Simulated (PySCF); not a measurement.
Atoms are numbered as in `[CH3:1][C:2]#[C:3][Si@@:4]1([CH3:5])[CH2:6][C@H:7]1[C:8](=[O:9])[OH:10]`. Hydrogens are named by the atom that carries them. Ha(C6) is cis to C8 on the ring; Hb(C6) is trans to C8 on the ring.

All values are calculated (PySCF 2.14): coordinates at the GFN2-xTB level, GIAO PBE0/pcSseg-1 shieldings. Equivalent nuclei averaged, a single conformation, relativity neglected, isolated molecule.

δ = σ(ref) − σ, references computed at the same level: ¹³C against TMS.

Do the ¹³C shifts follow the atomic charges (in e)? Tabulate both.

Results:


```
atoms  hybridisation  δ (ppm)  σ para (ppm)  Hirshfeld    IAO  Mulliken  ESP-fitted
   C8            sp2    179.8          -244      +0.19  +0.52     +0.53       +0.68
   C2             sp    113.4          -203      -0.01  +0.03     -0.11       +0.31
   C3             sp     78.9          -151      -0.18  -0.38     -0.40       -0.49
   C7            sp3     18.4           -94      -0.13  -0.42     -0.52       -0.20
   C6            sp3      9.7           -81      -0.17  -0.53     -0.39       -0.55
   C1            sp3      5.9           -72      -0.09  -0.44     -0.16       -0.58
   C5            sp3     -4.3           -63      -0.20  -0.71     -0.61       -0.80
```

Correlation coefficients of δ with charge over these carbons: Hirshfeld +0.85, IAO +0.96, Mulliken +0.85, ESP-fitted +0.91; with the paramagnetic shielding -0.99. Among the 4 sp3 carbons alone: Hirshfeld +0.50, IAO +0.86, Mulliken +0.15, ESP-fitted +0.98. With so few points, grouped by hybridisation, these coefficients are fragile. Charge is one influence among several: hybridisation and low-lying excitations act through the paramagnetic term.

Shifts are as computed. Against solution values, carbons near 30 ppm lie about +3 ppm off and those near 130 ppm about +5 ppm. Of 1309 compounds with measured shifts, 239 miss one by over three times the rms of a fit or turn the order of signals round; such compounds aren't used in these exercises. Hydrogen bonding in solution deshields acid and N–H amide carbonyl carbons by as much as 10 ppm beyond these values.
